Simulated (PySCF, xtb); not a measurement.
(1S)-2,2-difluorocyclopropan-1-ol (C3H4F2O), SMILES FC1([C@H](C1)O)F. Other conformers were not sampled.

Harmonic wavenumbers (cm⁻¹) from GFN2-xTB (xtb) at its own minimum, in rising order: 173, 235, 307, 373, 432, 449, 559, 719, 848, 895, 954, 1019, 1040, 1053, 1147, 1189, 1234, 1297, 1379, 1465, 3070, 3097, 3126, 3512.

What does B3LYP-D3(BJ)/def2-SVP (PySCF) give at its own minimum? (The exact figures need the calculation; the answer reports its results.)

160, 213, 255, 391, 458, 482, 616, 718, 842, 898, 988, 1004, 1050, 1091, 1199, 1283, 1310, 1350, 1389, 1523, 3130, 3149, 3238, 3787. Paired by order, the mean absolute difference is 49 cm⁻¹ and the zero-point energies are 42.3 and 43.6 kcal/mol.
